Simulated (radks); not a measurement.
The iodine ion I+, configuration [Kr] 4d10 5s2 5p4. Method: scalar-relativistic Kohn-Sham, exchange-only PBE, spin-polarised, spherical densities, finite nucleus; open shells are filled with parallel spins first (spin-orbit coupling, left out, can overturn this in heavy ions); Fermi nuclear charge, rms radius 4.75 fm; computed with a radial shooting solver on a logarithmic mesh with Libxc functionals.

Normalised radial functions P(r) = r R(r), r in bohr:

r           4d up    5p up
0.002976   0.0001   0.0027
0.003969   0.0001   0.0045
0.005294   0.0003   0.0074
0.007061   0.0007   0.0121
0.009342   0.0016   0.0194
0.01246    0.0034   0.0307
0.01662    0.0074   0.0475
0.02217    0.0157   0.0708
0.02956    0.0323   0.1001
0.03943    0.0643   0.1310
0.05217    0.1194   0.1524
0.06958    0.2117   0.1474
0.09281    0.3439   0.0938
0.1238     0.4970  -0.0161
0.1651     0.6101  -0.1510
0.2184     0.5834  -0.2279
0.2914     0.3184  -0.1600
0.3886    -0.1858   0.0658
0.5183    -0.7546   0.3035
0.6913    -1.1092   0.3302
0.9146    -1.0847   0.0660
1.22      -0.7735  -0.3550
1.627     -0.4083  -0.6749
2.17      -0.1551  -0.7323
2.894     -0.0392  -0.5481
3.83      -0.0063  -0.2977
5.108     -0.0005  -0.1101
6.813     0.0000  -0.0248

4d up: eigenvalue -58.590 eV, 1 radial node at r = 0.353 bohr, <r> = 0.923 bohr, 90 % of the charge inside 1.41 bohr. 5p up: eigenvalue -15.114 eV, 3 radial nodes at r = 0.119, 0.362, 0.959 bohr, <r> = 2.34 bohr, 90 % of the charge inside 3.46 bohr.
